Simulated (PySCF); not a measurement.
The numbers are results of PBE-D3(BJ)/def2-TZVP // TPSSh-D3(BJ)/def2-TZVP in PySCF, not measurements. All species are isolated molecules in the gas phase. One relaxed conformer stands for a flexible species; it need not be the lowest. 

Reference species (SMILES): `[AlH2][SH]` (neutral, multiplicity 1).

```
Item             Result
-------------  --------
LUMO           -2.16 eV
HOMO           -6.67 eV
HOMO–LUMO gap   4.51 eV
```

After one change: the LUMO rises by 0.66 eV; the HOMO goes up by 0.16 eV; the HOMO–LUMO gap goes up by 0.50 eV.

### Question
Which change was made? The new species is one of these.
A. `[SH][AlH][SH]` (H–S–Al–S torsion 0°, S–Al–S–H torsion 0°)
B. `[SH][Al]([SH])[SH]`
C. `[AlH3]`

### Answer
B, `[SH][Al]([SH])[SH]`
